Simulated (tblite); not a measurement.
C₇H₁₁ (doublet state).
Cartesian coordinates in Å at the GFN2-xTB level; atoms count from 1:
```xyz
18
C7H11 angstrom
C     -2.9512   -0.1042   -0.6902
C     -1.9460   -0.5975    0.2744
C     -0.5370   -0.8083   -0.1091
C      0.3232    0.4641    0.1156
C      1.7138    0.2577   -0.2929
C      2.6804   -0.4693   -0.7661
C      3.0430    0.9491   -0.4265
H     -3.9455   -0.4763   -0.4420
H     -3.0183    0.9924   -0.6828
H     -2.6995   -0.4088   -1.7051
H     -2.1984   -0.5922    1.3219
H     -0.0918   -1.6112    0.4850
H     -0.4648   -1.0781   -1.1652
H     -0.0985    1.2961   -0.4570
H      0.2923    0.7477    1.1724
H      3.0609   -1.3842   -1.1459
H      3.1949    1.6710   -1.2231
H      3.6338    1.1582    0.4600
```

Computed geometry: GFN2-xTB, gas phase. This method treats the open shell by occupation alone, without spin polarisation.

Take the most abundant isotopes and a rigid rotor. The values belong to one conformer with, in the numbering `[CH3:1][CH:2][CH2:3][CH2:4][C:5]1=[CH:6][CH2:7]1`, C1–C2–C3–C4 90°, C2–C3–C4–C5 -179°, C3–C4–C5–C6 -1°.

Q: Give the principal moments of inertia and the rotational constants in GHz.

A: Ia = 55.55, Ib = 480.35, Ic = 494.63 u·Å²; 505379 MHz·u·Å²/I gives 9098, 1052 and 1022 MHz, that is A = 9.0976, B = 1.0521, C = 1.0217 GHz.

Q: What kind of rotor is it?

A: A near-prolate asymmetric top; Ray's κ = -0.992.

Q: Is it planar, by Δ = Ic − Ia − Ib?

A: Not planar: Δ = Ic − Ia − Ib = -41.27 u·Å². For a rigid frame Δ = −2 Σ m c², so Σ m c² = 20.64 u·Å² lies off the ab plane: 10.67 from hydrogen and 9.96 from heavier atoms. The atom farthest from that plane is 1.56 Å away.

Q: Estimate the classical rotational partition function at 10 K, 100 K and 200 K.

A: Point group C1, symmetry number σ = 1; q = (√π/σ)·√((kT/h)³/(ABC)), k/h = 20836.6 MHz/K: 1700 at 10 K, 53900 at 100 K, 152000 at 200 K.

For this open shell read J as N, the rotation without spin; fine and hyperfine splittings come on top. Its GFN2-xTB frequencies are all real (lowest 34 cm⁻¹). No vibrational averaging or centrifugal distortion is included, and the geometry carries the error of its method.
